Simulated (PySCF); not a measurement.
H$_{6}$GeSi$_{2}$ (SMILES [SiH3][Ge][SiH3]), singlet, geometry from GFN2-xTB; CASSCF(4,3)/6-31G run with PySCF.

Input for PySCF:
```python
from pyscf import gto, scf, mcscf
import numpy

mol = gto.Mole()
mol.atom = '''
    Ge   -0.099226    0.054707    0.856807
    Si    0.827658    1.574241   -0.761151
    H     0.752946    2.972074   -0.298939
    H     0.279248    1.602799   -2.125728
    H     2.267120    1.303304   -0.920419
    Si   -0.667870   -1.664950   -0.726721
    H     0.515498   -2.485340   -1.035812
    H    -1.221821   -1.260679   -2.028160
    H    -1.654787   -2.612870   -0.178563
'''
mol.basis = '6-31g'
mol.charge = 0
mol.spin = 0
mol.verbose = 4
mol.build()

mf = scf.RHF(mol)
mf.kernel()
mc = mcscf.CASSCF(mf, 3, 4)
mc.fix_spin_(ss=0.0)
mc.kernel()
occ = numpy.linalg.eigvalsh(mc.fcisolver.make_rdm1(mc.ci, mc.ncas, mc.nelecas))[::-1]
ss = mc.fcisolver.spin_square(mc.ci, mc.ncas, mc.nelecas)[0]
print('natural occupations', occ.round(4), ' <S^2>', round(ss, 4))
```

Write the output that PySCF gives for this input, abridged.


```
PySCF version 2.14.0

[INPUT] verbose = 4
[INPUT] num. atoms = 9
[INPUT] num. electrons = 66
[INPUT] charge = 0
[INPUT] spin (= nelec alpha-beta = 2S) = 0
[INPUT] symmetry False subgroup None
[INPUT] Mole.unit = angstrom
[INPUT] Symbol           X                Y                Z      unit          X                Y                Z       unit  Magmom
[INPUT]  1 Ge    -0.099226000000   0.054707000000   0.856807000000 AA   -0.187509964436   0.103381247097   1.619130571610 Bohr   0.0
[INPUT]  2 Si     0.827658000000   1.574241000000  -0.761151000000 AA    1.564046944805   2.974884344061  -1.438366929439 Bohr   0.0
[INPUT]  3 H      0.752946000000   2.972074000000  -0.298939000000 AA    1.422861726587   5.616405881941  -0.564912837951 Bohr   0.0
[INPUT]  4 H      0.279248000000   1.602799000000  -2.125728000000 AA    0.527702240833   3.028851142727  -4.017043735319 Bohr   0.0
[INPUT]  5 H      2.267120000000   1.303304000000  -0.920419000000 AA    4.284235891524   2.462887617050  -1.739339829846 Bohr   0.0
[INPUT]  6 Si    -0.667870000000  -1.664950000000  -0.726721000000 AA   -1.262091386813  -3.146299511095  -1.373303658970 Bohr   0.0
[INPUT]  7 H      0.515498000000  -2.485340000000  -1.035812000000 AA    0.974150037761  -4.696611926427  -1.957400996538 Bohr   0.0
[INPUT]  8 H     -1.221821000000  -1.260679000000  -2.028160000000 AA   -2.308907063242  -2.382338040991  -3.832666936798 Bohr   0.0
[INPUT]  9 H     -1.654787000000  -2.612870000000  -0.178563000000 AA   -3.127094224491  -4.937608699092  -0.337435165981 Bohr   0.0

nuclear repulsion = 300.326282694098
number of shells = 37
number of NR pGTOs = 206
number of NR cGTOs = 65
basis = 6-31g
ecp = {}

******** <class 'pyscf.scf.hf.RHF'> ********
method = RHF
initial guess = minao
damping factor = 0
level_shift factor = 0
DIIS = <class 'pyscf.scf.diis.CDIIS'>
diis_start_cycle = 1
diis_space = 8
diis_damp = 0
SCF conv_tol = 1e-09
SCF conv_tol_grad = None
SCF max_cycles = 50
direct_scf = True
direct_scf_tol = 1e-13
Set gradient conv threshold to 3.16228e-05
Initial guess from minao.
init E= -2655.2755464039
  HOMO = -0.188936395569052  LUMO = -0.0838884765297627  gap/eV = 2.85850
cycle= 1 E= -2656.18265090464  delta_E= -0.907  |g|= 0.197  |ddm|= 2.65
  HOMO = -0.333097889063637  LUMO = -0.0454377631780845  gap/eV = 7.82763
cycle= 2 E= -2656.20519812664  delta_E= -0.0225  |g|= 0.0491  |ddm|= 0.552
  HOMO = -0.311232868019367  LUMO = -0.0198222931688923  gap/eV = 7.92969
cycle= 3 E= -2656.20706252065  delta_E= -0.00186  |g|= 0.0158  |ddm|= 0.163
  HOMO = -0.313427466366412  LUMO = -0.0206179620829157  gap/eV = 7.96775
cycle= 4 E= -2656.20725943905  delta_E= -0.000197  |g|= 0.00467  |ddm|= 0.0648
  HOMO = -0.314624418722567  LUMO = -0.0217134327001838  gap/eV = 7.97051
cycle= 5 E= -2656.20727179112  delta_E= -1.24e-05  |g|= 0.00137  |ddm|= 0.0162
  HOMO = -0.314408300056123  LUMO = -0.0214961798406121  gap/eV = 7.97054
cycle= 6 E= -2656.20727428855  delta_E= -2.5e-06  |g|= 0.000284  |ddm|= 0.00979
  HOMO = -0.314371911661824  LUMO = -0.0214460137769348  gap/eV = 7.97092
cycle= 7 E= -2656.20727444474  delta_E= -1.56e-07  |g|= 9.71e-05  |ddm|= 0.00243
  HOMO = -0.314378357810258  LUMO = -0.0214577883021829  gap/eV = 7.97077
cycle= 8 E= -2656.20727447172  delta_E= -2.7e-08  |g|= 5.79e-05  |ddm|= 0.000502
  HOMO = -0.314373839872686  LUMO = -0.0214543482470826  gap/eV = 7.97075
cycle= 9 E= -2656.20727448767  delta_E= -1.59e-08  |g|= 1.94e-05  |ddm|= 0.000558
  HOMO = -0.314376329376365  LUMO = -0.0214557921143332  gap/eV = 7.97077
cycle= 10 E= -2656.20727448935  delta_E= -1.69e-09  |g|= 3.82e-06  |ddm|= 0.000223
  HOMO = -0.314376069158783  LUMO = -0.021455232221347  gap/eV = 7.97078
cycle= 11 E= -2656.20727448936  delta_E= -7.28e-12  |g|= 3.41e-07  |ddm|= 3.63e-05
  HOMO = -0.314376050902875  LUMO = -0.0214552070498604  gap/eV = 7.97078
Extra cycle  E= -2656.20727448938  delta_E= -2e-11  |g|= 1.22e-07  |ddm|= 1.29e-06
converged SCF energy = -2656.20727448938

******** <class 'pyscf.mcscf.mc1step.CASSCF'> ********
CAS (2e+2e, 3o), ncore = 31, nvir = 31
max_cycle_macro = 50
max_cycle_micro = 4
conv_tol = 1e-07
conv_tol_grad = None
orbital rotation max_stepsize = 0.02
orbital rotation threshold for CI restart = 0.01
augmented hessian ah_max_cycle = 30
augmented hessian ah_conv_tol = 1e-12
augmented hessian ah_linear dependence = 1e-14
augmented hessian ah_level shift = 1e-08
augmented hessian ah_start_tol = 2.5
augmented hessian ah_start_cycle = 3
augmented hessian ah_grad_trust_region = 3
kf_trust_region = 3
kf_interval = 4
ci_response_space = 4
ci_grad_trust_region = 3
with_dep4 0
natorb = False
canonicalization = True
sorting_mo_energy = False
ao2mo_level = 2
internal_rotation = False
******** <class 'pyscf.fci.addons.SpinPenaltyFCISolver'> ********
max. cycles = 50
conv_tol = 1e-08
davidson only = True
linear dependence = 1e-12
level shift = 0.001
max iter space = 12
nroots = 1
pspace_size = 400
spin = None
CASCI E = -2656.20963332090  S^2 = 0.0000000
Set conv_tol_grad to 0.000316228
macro iter   1 ( 21 JK    4 micro), CASSCF E = -2656.21601000720  dE = -6.37668630e-03  S^2 = 0.0000000
               |grad[o]|=0.0068  |grad[c]|=0.0233  |ddm|=0.0213  |maxRot[o]|=0.301
macro iter   2 ( 21 JK    4 micro), CASSCF E = -2656.21874744383  dE = -2.73743663e-03  S^2 = 0.0000000
               |grad[o]|=0.0102  |grad[c]|=0.029  |ddm|=0.0302  |maxRot[o]|=0.228
macro iter   3 ( 17 JK    4 micro), CASSCF E = -2656.21921012362  dE = -4.62679791e-04  S^2 = 0.0000000
               |grad[o]|=0.00647  |grad[c]|=0.0125  |ddm|=0.0115  |maxRot[o]|=0.096
macro iter   4 (  7 JK    2 micro), CASSCF E = -2656.21926421319  dE = -5.40895689e-05  S^2 = 0.0000000
               |grad[o]|=0.00306  |grad[c]|=0.00207  |ddm|=0.00117  |maxRot[o]|=0.0486
macro iter   5 (  7 JK    2 micro), CASSCF E = -2656.21933158211  dE = -6.73689246e-05  S^2 = 0.0000000
               |grad[o]|=0.0025  |grad[c]|=0.0056  |ddm|=0.00185  |maxRot[o]|=0.0699
macro iter   6 (  6 JK    2 micro), CASSCF E = -2656.21936242836  dE = -3.08462459e-05  S^2 = 0.0000000
               |grad[o]|=0.00151  |grad[c]|=0.00403  |ddm|=0.00155  |maxRot[o]|=0.0499
macro iter   7 (  9 JK    3 micro), CASSCF E = -2656.21936983080  dE = -7.40243559e-06  S^2 = 0.0000000
               |grad[o]|=0.000714  |grad[c]|=0.00157  |ddm|=0.00119  |maxRot[o]|=0.0568
macro iter   8 (  5 JK    1 micro), CASSCF E = -2656.21936923762  dE =  5.93176537e-07  S^2 = 0.0000000
               |grad[o]|=0.000286  |grad[c]|=0.00129  |ddm|=0.000359  |maxRot[o]|=0.0592
macro iter   9 (  4 JK    1 micro), CASSCF E = -2656.21936926295  dE = -2.53280632e-08  S^2 = 0.0000000
               |grad[o]|=7.67e-05  |grad[c]|=6.55e-05  |ddm|=9.47e-05  |maxRot[o]|=0.00807
1-step CASSCF converged in   9 macro ( 97 JK  23 micro) steps
CASSCF canonicalization
Density matrix diagonal elements [1.99952138 1.95752324 0.04295538]
CASSCF energy = -2656.21936926295
CASCI E = -2656.21936926295  E(CI) = -3.53748431066742  S^2 = 0.0000000
natural occupations [1.9995 1.9575 0.043 ]  <S^2> 0.0
```
